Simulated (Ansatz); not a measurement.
Cartesian coordinates in Å:
```
C 1.732 -0.381 -0.017
Si -0.024 -0.662 -0.602
Si -1.499 0.724 0.566
Cl -0.860 2.671 0.367
Cl -3.394 0.555 -0.209
H 1.839 -0.639 1.039
H 2.430 -0.996 -0.590
H 2.014 0.666 -0.143
H -0.451 -2.072 -0.387
H -0.178 -0.332 -2.045
H -1.608 0.467 2.022
```

The species carries charge 0 and has multiplicity 1.

**Question.** List the PBE/def2-TZVPP orbital energies in eV (Ansatz). (Estimate.)

**Answer.** The calculation gave: Occupied: -2739.09, -2739.08, -1781.27, -1779.72, -269.02, -249.67, -249.66, -190.36, -190.35, -190.21, -190.19, -190.19, -190.18, -138.85, -137.49, -95.64, -95.59, -95.51, -94.23, -94.21, -94.20, -20.97, -20.37, -17.69, -13.74, -12.36, -10.44, -10.41, -10.08, -9.87, -8.97, -8.42, -8.36, -8.06, -8.04, -7.80, -6.81. Lowest empty: -1.34, -1.20, -0.40, 0.32, 0.56, 0.77, 1.23, 1.38.
